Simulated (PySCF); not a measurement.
Cartesian coordinates in Å; atom numbers follow the order of the lines, from 1:
```xyz
5

Nb   -0.006    0.001   -0.002
S     0.038   -0.029    2.115
Cl    2.138    0.013   -0.739
Cl   -1.092    1.887   -0.657
Cl   -1.077   -1.872   -0.718
```

Geometry: PBE0-D3(BJ)/def2-SVP; GIAO absolute shieldings from PySCF 2.14.0 with density-fitted response routines, gas phase, scalar relativity only through the core potential, averaged over equivalent atoms.

At PBE0/pcSseg-1 (def2-TZVP on Nb) (136 basis functions, 11 s wall time on 1 thread of an Arm Neoverse V2, shared host):
```
      atoms  σ (ppm)
         S2   -955.0
Cl3/Cl4/Cl5    322.8
```

**Question.** Estimate the result of repeating the calculation with B3LYP/pcSseg-1 (def2-TZVP on Nb).

**Answer.** 
| atoms | σ at B3LYP/pcSseg-1 (def2-TZVP on Nb) | change |
| --- | --- | --- |
| S2 | -973.2 | -18.2 |
| Cl3/Cl4/Cl5 | 296.8 | -26.0 |

The largest change is at Cl3/Cl4/Cl5 (chlorine bonded to Nb). Cost: 136 basis functions, 12 s wall time on 1 thread of an Arm Neoverse V2, shared host.

Nb is described by an effective core potential, so it has no shielding of its own here; spin–orbit effects on the atoms bonded to it, which can be large, are absent, and the values of these neighbours are rough.
